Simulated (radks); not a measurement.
The neodymium ion Nd16.5+, configuration [Ar] 3d10 4s2 4p(up 3, down 2.5) 4d8 (fractional occupations, a model configuration). Method: scalar-relativistic Kohn-Sham, PBE, spin-polarised, spherical densities, point nucleus; open shells are filled with parallel spins first (spin-orbit coupling, left out, can overturn this in heavy ions); computed with a radial shooting solver on a logarithmic mesh with Libxc functionals.

Normalised radial functions P(r) = r R(r), r in bohr:

r,4s up,4d down
0.002562,0.1966,0.0001
0.003701,0.2530,0.0003
0.00539,0.3146,0.0007
0.007788,0.3659,0.0020
0.01134,0.3833,0.0056
0.01652,0.3242,0.0150
0.02387,0.1479,0.0383
0.03477,-0.1637,0.0939
0.05023,-0.4992,0.2078
0.07316,-0.6028,0.4125
0.1057,-0.1812,0.6729
0.154,0.6236,0.8262
0.2242,0.8659,0.5405
0.324,-0.1399,-0.3021
0.4718,-1.4045,-1.2166
0.6817,-1.3486,-1.3361
0.9929,-0.4859,-0.6911
1.435,-0.0619,-0.1560
2.089,-0.0017,-0.0102

4s up: eigenvalue -655.68 eV, 3 radial nodes at r = 0.0290, 0.116, 0.312 bohr, <r> = 0.586 bohr, 90 % of the charge inside 0.835 bohr. 4d down: eigenvalue -456.79 eV, 1 radial node at r = 0.289 bohr, <r> = 0.643 bohr, 90 % of the charge inside 0.947 bohr.
